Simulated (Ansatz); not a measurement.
Breaking the Ga1–Cl2 bond in GaCl (multiplicity 1 held). Energies count from the point at 2.239 Å.


R- and RO- levels are restricted; in cc, def2 and unpolarised 6-31G sets they are followed outwards from rest. U- levels take the lowest unrestricted solution at each point, which mixes spins at long bonds. Active spaces are followed from rest. Levels need not reach the same state.

Correlated levels freeze the cores. Filled d and f shells under p-block atoms count as core.

Codes used: Ansatz (an electronic-structure program) with Gaussian orbitals. 

Task: What energy at R = 8.956 Å does R-SCS-MP2/def2-SVP give?

Result: 535 kJ/mol

Task: What energy at R = 8.956 Å does FIC-MRCISD+Q on CASSCF(10,8)/def2-SVP give?

Result: 430 kJ/mol

Task: What energy at R = 8.956 Å does U-SCS-MP2/def2-SVP give?

Result: 433 kJ/mol

Doubts at one or more of the structures used: a restricted determinant that unrestricted orbitals would lower (R-SCS-MP2/def2-SVP); a spin-contaminated determinant (U-SCS-MP2/def2-SVP).
